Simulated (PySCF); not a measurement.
**Working out the excitation energy of Mg**

Mg [Ne] 3s2 (1S) → Mg [Ne] 3p2 (3P). Computed with PySCF 2.14 in ANO-RCC-VTZP (5s4p2d1f, 34 functions), with scalar relativity by spin-free X2C-1e. Frozen: 1s2. Energies in hartree (1 hartree = 27.21139 eV):

| part | Mg (lower) | Mg (upper) |
| --- | --- | --- |
| UHF | -199.920104 | -199.688575 |
| CCSD correlation | -0.275627 | -0.245315 |
| (T) | -0.001868 | -0.000925 |

Task: What does Hartree-Fock give?

Result: (-199.688575) − (-199.920104) = 0.231529 hartree = 6.300 eV.

Task: What do CCSD and CCSD(T) give?

Result: The CCSD correlation energies differ by 0.030312 hartree = 0.825 eV and the triples by 0.000943 hartree = 0.026 eV, so CCSD gives 7.125 eV and CCSD(T) 7.151 eV.

Measured between the centres of the two terms (NIST): 7.173 eV, so CCSD(T) (valence and next inner shell) is off by -0.022 eV.

What remains against the reference includes basis incompleteness, the frozen core and higher excitations.
